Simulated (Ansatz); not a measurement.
Species: H3AlS, SMILES `[AlH2][SH]` (charge 0, multiplicity 1), formula H3AlS.

Task: How many basis functions does Ansatz (an electronic-structure program) with frozen-core CCSD(T)/cc-pVQZ // PBE0-D3(BJ)/def2-TZVP use, how many core orbitals are frozen, and how many electrons are correlated?

Result: 208 basis functions and 10 frozen orbitals, which leaves 12 correlated electrons. Core time is of the order of seconds.
